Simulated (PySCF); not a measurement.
Computed shifts of a molecule C2H9FSi3, PBE/pcSseg-1 run with PySCF, GIAO, gas phase, atoms alike by connectivity averaged where their shifts nearly agree, in ppm (number of nuclei): ¹³C: 7.5 (1), -7.5 (1). ²⁹Si: 89.3 (1), -55.6 (2). ¹⁹F: -263.1 (1). ¹H: 5.18 (2), 4.67 (2), 1.11 (3), 0.93 (1), 0.82 (1). References: ¹³C against TMS (σ = 182.0 ppm); ²⁹Si against TMS (σ = 335.4 ppm); ¹⁹F against CFCl3 (σ = 133.6 ppm); ¹H against TMS (σ = 31.49 ppm), references at their B3LYP-D3(BJ)/def2-TZVP geometries, non-relativistic. Geometry optimised at ωB97X-D3(BJ)/def2-SVP. The values are those of a single conformer.

**Question.** Identify the compound among the candidates.
A) C[Si]1(F)[SiH2]C[SiH2]1
B) F/C=C\[SiH]([SiH3])[SiH3]
C) F[C@@H]1[SiH2][SiH2][C@H]1[SiH3]
D) F/C(=C\[SiH3])[SiH2][SiH3]

**Answer.** A, C[Si]1(F)[SiH2]C[SiH2]1
